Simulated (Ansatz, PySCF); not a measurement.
Reaction (SMILES): [SiH3]c1cccnc1 [pyridin-3-ylsilane] -> [SiH3]c1ccncc1
Each molecule is optimised on its own at B3LYP-D3(BJ)/def2-TZVP (Ansatz, a quantum-chemistry and plane-wave program). Unstable Hartree-Fock reference: [SiH3]c1cccnc1, [SiH3]c1ccncc1.

Property: isomerisation energy (enthalpy at 298 K, with B3LYP-D3(BJ) rigid-rotor harmonic-oscillator terms from PySCF), in kJ/mol. Correlated levels leave the core frozen unless marked. Spin-orbit coupling is left out. Non-relativistic. CBS(X,Y): correlation extrapolated as X^-3; Hartree-Fock from the larger set. The bracket is a focal-point correction in the basis named.

```tsv
level	program	isomerisation energy (kJ/mol)
HF/STO-3G	Ansatz	0.8
HF/cc-pV(T+d)Z	Ansatz	4.0
BLYP-D4/def2-TZVPD	Ansatz + dftd4	1.6
PBE0/def2-SVP	Ansatz	2.4
HSE06-D3(BJ)/def2-TZVPD	Ansatz + dftd3	2.3
wB97X-V/def2-TZVPD	Ansatz	2.5
B2PLYP-D4/def2-TZVPD	Ansatz + dftd4	2.1
B2PLYP/def2-TZVPD	Ansatz	2.1
PBE-QIDH/def2-TZVPD	Ansatz	2.5
RPA@PBE/cc-pV(Q+d)Z	Ansatz	2.2
MP2/6-31G	Ansatz	1.5
MP2/cc-pV(Q+d)Z	Ansatz	1.5
MP2/CBS(cc-pV(T+d)Z,cc-pV(Q+d)Z)	Ansatz	1.6
RI-MP2/aug-cc-pV(T+d)Z	Ansatz	1.5
SCS-MP2/cc-pV(D+d)Z	Ansatz	1.9
CCSD/cc-pwCVTZ	Ansatz	2.5
CCSD(T)/cc-pVTZ	Ansatz	2.3
CCSD(T)/cc-pwCVTZ	Ansatz	2.4
RI-MP2/CBS(aug-cc-pV(T+d)Z,aug-cc-pV(Q+d)Z)+[CCSD(T)-MP2]/aug-cc-pV(D+d)Z	Ansatz	2.2
RI-MP2/CBS(aug-cc-pV(T+d)Z,aug-cc-pV(Q+d)Z)+[CCSD(T)-MP2]/aug-cc-pV(T+d)Z	Ansatz	2.3
CCSD(T)/CBS(cc-pV(T+d)Z,cc-pV(Q+d)Z)	Ansatz	2.5
```
